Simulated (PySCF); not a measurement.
**Working out the ionisation energy of S²⁺**

S²⁺ [Ne] 3s2 3p2 (3P) → S³⁺ [Ne] 3s2 3p1 (2P). All numbers are calculated (PySCF 2.14, the spin-free X2C one-electron Hamiltonian (Gaussian nucleus), in aug-cc-pVDZ-DK). Frozen: [Ne]. Energies in hartree (1 hartree = 27.21139 eV):

```json
{"part": "UHF", "S²⁺ (lower)": "-397.405290", "S³⁺ (upper)": "-396.150555"}
{"part": "CCSD correlation", "S²⁺ (lower)": "-0.074452", "S³⁺ (upper)": "-0.061884"}
{"part": "(T)", "S²⁺ (lower)": "-0.000889", "S³⁺ (upper)": "-0.000564"}
```

Question: What does Hartree-Fock give?

Answer: (-396.150555) − (-397.405290) = 1.254735 hartree = 34.143 eV.

Question: What do CCSD and CCSD(T) give?

Answer: The CCSD correlation energies differ by 0.012568 hartree = 0.342 eV and the triples by 0.000325 hartree = 0.009 eV, so CCSD gives 34.485 eV and CCSD(T) 34.494 eV.

A first-order spin-orbit estimate adds -0.007 eV to CCSD(T) (valence), giving 34.487 eV against 34.86 ± 0.04 eV (semi-empirical (NIST evaluation); NIST Atomic Spectra Database, ionization energies).

A double-zeta basis recovers only part of the correlation energy.

What remains against the reference includes basis incompleteness, the frozen core and higher excitations.
